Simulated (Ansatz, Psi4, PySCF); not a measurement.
H$_{2}$S$_{2}$, charge +1, doublet, at a GFN2-xTB geometry (a state made from the parent by changing its charge; the spin is typed, not shown lowest). Base run: HF/STO-3G (PySCF).

Input for PySCF:
```python
from pyscf import gto, scf

mol = gto.Mole()
mol.atom = '''
    S    -0.80955851   -0.03765018    0.59460666
    S     0.80955851    0.03765018   -0.59460666
    H    -1.71863123   -0.08126760   -0.40514565
    H     1.71863123    0.08126760    0.40514566
'''
mol.basis = 'sto-3g'
mol.charge = 1
mol.spin = 1
mol.verbose = 4
mol.build()

mf = scf.UHF(mol)
mf.kernel()
```

The same geometry, method and basis name were run in Ansatz (an electronic-structure program) and Psi4 and PySCF, at each program's defaults and at the settings that a row names. The base is PySCF at its defaults. Differences at the defaults can come from grids, fitting, cores and function types together.

```
code and settings                                                           ΔE vs base (µEh)  basis functions      E (Eh)  SCF cycles
--------------------------------------------------------------------------  ----------------  ---------------  ----------  ----------
PySCF, defaults (exact integrals, spherical functions)                                   0.0               20  -787.27703           8
Psi4, defaults (density fitting with its default set, spherical functions)              -366               20  -787.27740           8
Ansatz, defaults (factorised integrals, spherical functions)                           -58.3               20  -787.27709           -
PySCF, density fitting with def2-universal-jkfit                                        -366               20  -787.27740           8
Psi4, exact integrals, spherical functions                                               0.0               20  -787.27703          11
Ansatz, high accuracy                                                                  -60.3               20  -787.27709           -
```

Open shells are given as the SCF converged; they aren't shown to be the lowest states, and a large step between rows can be another state.
